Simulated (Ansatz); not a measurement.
Pulling on the Ge1–H2 bond in GeH4 (SMILES [GeH4]) (multiplicity 1 held, fragments rigid). Energies count from the point at 1.536 Å.
Geometry at that point (charge 0, multiplicity 1):
```xyz
5

Ge     0.0000     0.0000     0.0000
H     -0.6159    -0.8821    -1.0960
H      0.5733    -0.8907     1.1121
H     -1.0824     0.9183     0.5865
H      1.1249     0.8545    -0.6025
```

Signs of static correlation in cc-pVDZ, with CASSCF(2,2), from Ansatz (an electronic-structure program) runs.

| R (Å) | T1 of restricted CCSD | ⟨S²⟩ of UHF | largest double amplitude of restricted CCSD | weight of the CASSCF reference in MRCISD | CASSCF natural occupations |
|---|---|---|---|---|---|
| 1.229 | 0.009 | 0.000 | 0.035 | 0.936 | 1.99 0.01 |
| 1.382 | 0.009 | 0.000 | 0.035 | 0.936 | 1.98 0.02 |
| 1.536 | 0.009 | 0.000 | 0.035 | 0.936 | 1.98 0.02 |
| 1.689 | 0.010 | 0.000 | 0.068 | 0.936 | 1.97 0.03 |
| 1.843 | 0.011 | 0.000 | 0.094 | 0.936 | 1.96 0.04 |
| 2.073 | 0.013 | 0.000 | 0.140 | 0.936 | 1.92 0.08 |
| 2.304 | 0.018 | 0.304 | 0.196 | 0.937 | 1.88 0.12 |
| 2.688 | 0.030 | ___ | 0.314 | 0.937 | 1.75 0.25 |
| 3.072 | 0.047 | 0.907 | 0.457 | 0.936 | 1.56 0.44 |
| 3.532 | 0.068 | 0.974 | 0.633 | 0.936 | 1.35 0.65 |
| 4.147 | 0.086 | 0.998 | ___ | 0.936 | 1.16 0.84 |
| 4.915 | 0.094 | 1.003 | 0.928 | 0.936 | 1.06 0.94 |

Q: What belongs in the gaps?

A: 
- 2.688, ⟨S²⟩ of UHF: 0.745
- 4.147, largest double amplitude of restricted CCSD: 0.813

Doubts at one or more of the structures used: a restricted determinant that unrestricted orbitals would lower (R-CCSD(T)/cc-pVDZ); other coupled-cluster roots lie near (R-CCSD(T)/cc-pVDZ); T1 above 0.05 (R-CCSD(T)/cc-pVDZ, U-CCSD(T)/cc-pVDZ); a spin-contaminated determinant (U-CCSD(T)/cc-pVDZ).
